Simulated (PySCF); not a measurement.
## Structure elucidation problem

Molecular formula: CH5B3O4. Simulated spectra:

¹H NMR (400 MHz, computed): δ 4.53 (br, 2H), 3.90 (s, 3H).

¹³C{¹H} NMR (computed): δ 52.3 (CH3).

Non-relativistic, fast rotation and ring inversion assumed for equivalent nuclei, isolated molecule, single conformer. Spin–spin couplings from B3LYP/pcJ-1 (spin–dipole term only in couplings to heteroatoms); σ from GIAO-PBE0/pcSseg-1; structure optimised with PBE0-D3(BJ)/def2-SVP; PySCF.

Scale: ¹H and ¹³C vs TMS (reference shieldings calculated alike).

What is the structure?

Results:


1. Carbon types of the structure: 1 × CH3, leaving 2 H on heteroatoms.
2. δC 52.3: methyl carbon bonded to O; deshielded by the electronegative neighbour.
3. δH 4.53: hydrogen on a boron bonded to 2 O, in a 6-membered ring.
4. δH 3.90: hydrogen on a methyl carbon bonded to O; its carbon carries O, hence the downfield position.

Structure: `COB1OBOBO1`.

The data come from this structure; uniqueness wasn't tested.

Hydrogens on boron are broadened and split by ¹¹B (spin 3/2, 80 %) and 10B (spin 3). Shifts are as computed. Against solution values, carbons near 30 ppm lie about +2 ppm off and those near 130 ppm about +5 ppm. Of 1313 compounds with measured shifts, 239 miss one by over three times the rms of a fit or turn the order of signals round; such compounds aren't used in these exercises.
